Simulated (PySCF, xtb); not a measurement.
difluoro(fluoromethyl)silane (CH3F3Si), SMILES FC[SiH](F)F.

GFN2-xTB in xtb at its own geometry gives an orbital gap of 6.50 eV and a dipole moment of 3.77 D.

Geometry: ωB97X-D3(BJ)/def2-SVP. One conformer was computed; it need not be the lowest.

**Question.** What does PBE0/def2-TZVP run with PySCF give? (An estimate is asked for; the answer gives what the named calculation found.)

**Answer.** gap 9.20 eV (levels -9.16 and 0.04 eV), dipole 2.93 D.
